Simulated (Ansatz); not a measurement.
A structure relaxed at PBE0-D4/def2-TZVP, charge 0, multiplicity 1:

| atom | x (Å) | y (Å) | z (Å) |
| --- | --- | --- | --- |
| F1 | -1.5011 | -1.2279 | -1.9265 |
| Si2 | -0.7444 | -1.2592 | -0.5382 |
| Cl3 | 1.0416 | -2.1879 | -0.8163 |
| O4 | -0.5143 | 0.2633 | -0.0608 |
| Si5 | 0.5348 | 1.3972 | 0.4670 |
| Cl6 | 1.2995 | 0.8331 | 2.2778 |
| H7 | -1.5598 | -2.0021 | 0.4276 |
| H8 | 1.6600 | 1.5306 | -0.4795 |
| H9 | -0.2163 | 2.6529 | 0.6490 |

**Question.** Give its formula and SMILES.

**Answer.** Cl2FH3OSi2, `F[SiH](Cl)O[SiH2]Cl`.

**Question.** Summarise the bond lengths by kind.

**Answer.** 1 × F–Si 1.581 Å; 2 × Cl–Si 2.032 to 2.045 Å; 2 × O–Si 1.612 to 1.632 Å; 3 × H–Si 1.466 to 1.476 Å.

Program: Ansatz 0.2.0.
